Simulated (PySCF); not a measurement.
SMILES [c]1ccc[nH]1 (C4H4N), doublet, PBE0/def2-SVP optimised geometry.

```
9

C      0.06    -1.49     0.00
C     -1.09    -0.75     0.00
C     -0.64     0.61     0.00
C      0.74     0.61     0.00
N      1.16    -0.70     0.00
H     -2.12    -1.11     0.00
H     -1.28     1.49     0.00
H      1.45     1.43     0.00
H      2.12    -1.02     0.00
```

Density from unrestricted PBE0/def2-TZVP in PySCF 2.14.0 at that geometry.

Minimum of the electron density along straight lines between bonded atoms, close to the bond critical point (lines longer than 1.1 times the sum of covalent radii, or with two minima, are not listed):

```json
[
 {"bond": "C1–C2", "length / Å": "1.368", "ρ at the minimum / e bohr⁻³": "0.321", "∇²ρ there / e bohr⁻⁵": "-0.91", "position (fraction from the first atom)": "0.52"},
 {"bond": "C2–C3", "length / Å": "1.432", "ρ at the minimum / e bohr⁻³": "0.287", "∇²ρ there / e bohr⁻⁵": "-0.75", "position (fraction from the first atom)": "0.50"},
 {"bond": "C3–C4", "length / Å": "1.378", "ρ at the minimum / e bohr⁻³": "0.324", "∇²ρ there / e bohr⁻⁵": "-0.93", "position (fraction from the first atom)": "0.48"},
 {"bond": "C1–N5", "length / Å": "1.351", "ρ at the minimum / e bohr⁻³": "0.321", "∇²ρ there / e bohr⁻⁵": "-0.78", "position (fraction from the first atom)": "0.35"},
 {"bond": "C4–N5", "length / Å": "1.377", "ρ at the minimum / e bohr⁻³": "0.301", "∇²ρ there / e bohr⁻⁵": "-0.73", "position (fraction from the first atom)": "0.35"},
 {"bond": "C2–H6", "length / Å": "1.087", "ρ at the minimum / e bohr⁻³": "0.280", "∇²ρ there / e bohr⁻⁵": "-0.99", "position (fraction from the first atom)": "0.65"},
 {"bond": "C3–H7", "length / Å": "1.089", "ρ at the minimum / e bohr⁻³": "0.279", "∇²ρ there / e bohr⁻⁵": "-0.98", "position (fraction from the first atom)": "0.65"},
 {"bond": "C4–H8", "length / Å": "1.088", "ρ at the minimum / e bohr⁻³": "0.282", "∇²ρ there / e bohr⁻⁵": "-1.00", "position (fraction from the first atom)": "0.65"},
 {"bond": "N5–H9", "length / Å": "1.010", "ρ at the minimum / e bohr⁻³": "0.340", "∇²ρ there / e bohr⁻⁵": "-1.86", "position (fraction from the first atom)": "0.75"}
]
```
